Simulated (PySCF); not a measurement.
H4NSi, SMILES [SiH3][NH], multiplicity 2.

Coordinates come from a ωB97X-D3(BJ)/def2-TZVP optimisation. The geometry has at least one imaginary mode, so it is a saddle point at that level. The isomer is the one that the SMILES or the coordinates give; other isomers of the formula were not compared.

These are PySCF 2.14.0 with ωB97X-D3(BJ)/def2-TZVP values and carry that method's errors.

Frequencies are harmonic and unscaled.

```csv
mode,ν (cm⁻¹),IR (km/mol),moving atoms (share of kinetic energy)
1,148i,73.9,H 94 %
2,600,55.8,H 90 %
3,653,84.8,"H 82 %, Si 9 %, N 9 %"
4,784,43.0,"N 63 %, Si 25 %, H 11 %"
5,880,71.6,"H 82 %, N 11 %"
6,938,76.9,H 95 %
7,967,60.4,H 97 %
8,978,172.4,"H 90 %, Si 9 %"
9,2230,138.9,H 97 %
10,2251,110.6,H 96 %
11,2253,51.0,H 98 %
12,3511,5.9,H 93 %
```
